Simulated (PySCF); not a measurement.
**Two-component Hartree-Fock for N²⁺ (nitrogen, charge +2)**

Start: [He] 2s2 2p1; 2p1/2 filled at m_j = +1/2. Calculated with PySCF 2.14 in x2c-TZVPPall-2c (5s3p2d1f, 31 functions): generalised Hartree-Fock with the X2C-1e Hamiltonian and a Gaussian nucleus; one run each with spin-orbit coupling (SO) switched off, then screened by Boettger's factors.

```json
{"spinor shell": "1s1/2", "electrons": "2", "ε, spin-free (eV)": "-466.02", "ε, screened SO (eV)": "-466.01", "weight of nominal j (screened SO)": "1.000", "rms radius, screened SO (bohr)": "0.264"}
{"spinor shell": "2s1/2", "electrons": "2", "ε, spin-free (eV)": "-56.493", "ε, screened SO (eV)": "-56.490", "weight of nominal j (screened SO)": "0.999", "rms radius, screened SO (bohr)": "1.28"}
{"spinor shell": "2p1/2", "electrons": "1", "ε, spin-free (eV)": "-48.076", "ε, screened SO (eV)": "-48.091", "weight of nominal j (screened SO)": "0.908", "rms radius, screened SO (bohr)": "1.24"}
```

```json
{"quantity": "E (hartree)", "spin-free": "-52.84939", "screened SO": "-52.84993"}
{"quantity": "M_J", "spin-free": "1/2", "screened SO": "1/2"}
{"quantity": "⟨J²⟩", "spin-free": "1.087", "screened SO": "1.030"}
{"quantity": "⟨L²⟩", "spin-free": "2.015", "screened SO": "2.015"}
{"quantity": "⟨S²⟩", "spin-free": "0.755", "screened SO": "0.755"}
```

Each row is a mean over spinors that exchange with the open shell spreads, by up to 1.255 eV (2s1/2).

⟨J²⟩ departs a little from M_J(M_J + 1) because the unrestricted spinors polarise the closed shells.

Without spin-orbit coupling the j labels of p, d and f shells carry no meaning; the spin-free column gives the mean over the occupied spinors of each nl shell, and its ⟨J²⟩ belongs to a mixture of degenerate components.
